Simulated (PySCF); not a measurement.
**Electron correlation in Ru³⁺ (ruthenium, charge +3)**

[Kr] 4d5, high-spin 6S determinant. Computed with PySCF 2.14 in def2-TZVPPD with the def2 core potential (28 electrons), with a scalar-relativistic core potential. Frozen: nothing; 13 electrons correlated.

| level | correlation energy (mhartree) |
| --- | --- |
| CCSD | -348.08 |
| (T) | -6.88 |
| CCSD(T) | -354.96 |

Diagnostics: T1 = 0.0017, D1 = 0.0032, largest double amplitude 0.024.

Cost of the coupled-cluster step: of the order of 8 core-seconds, for 13 correlated electrons.

Iterations:

```
CC2 = 0
CCSD nocc = (np.int64(9), np.int64(4)), nmo = (56, 56)
frozen orbitals [[], []]
max_cycle = 100
direct = 0
conv_tol = 1e-08
conv_tol_normt = 1e-06
diis_space = 8
diis_start_cycle = 0
Init t2, MP2 energy = -0.340460188661601
Init E_corr(UCCSD) = -0.340460188662301
cycle = 1  E_corr(UCCSD) = -0.344898764715944  dE = -0.00443857605  norm(t1,t2) = 0.0214697
cycle = 2  E_corr(UCCSD) = -0.347720625302865  dE = -0.00282186059  norm(t1,t2) = 0.00367467
cycle = 3  E_corr(UCCSD) = -0.348059258382126  dE = -0.000338633079  norm(t1,t2) = 0.000896116
cycle = 4  E_corr(UCCSD) = -0.34808803963861  dE = -2.87812565e-05  norm(t1,t2) = 0.000104168
cycle = 5  E_corr(UCCSD) = -0.348082556497887  dE = 5.48314072e-06  norm(t1,t2) = 2.29973e-05
cycle = 6  E_corr(UCCSD) = -0.348082070976338  dE = 4.85521549e-07  norm(t1,t2) = 2.17098e-06
cycle = 7  E_corr(UCCSD) = -0.348082186016543  dE = -1.15040205e-07  norm(t1,t2) = 4.40366e-07
cycle = 8  E_corr(UCCSD) = -0.348082181050024  dE = 4.96651903e-09  norm(t1,t2) = 4.20147e-08
UCCSD converged
E(UCCSD) = -92.71382826536481  E_corr = -0.3480821810500244
UCCSD(T) correction = -0.00688486216350985
```

The basis has no tight functions for the innermost shells, so their pair energies are far from complete.

This basis was not built for core-valence correlation, so the inner-shell part is incomplete.
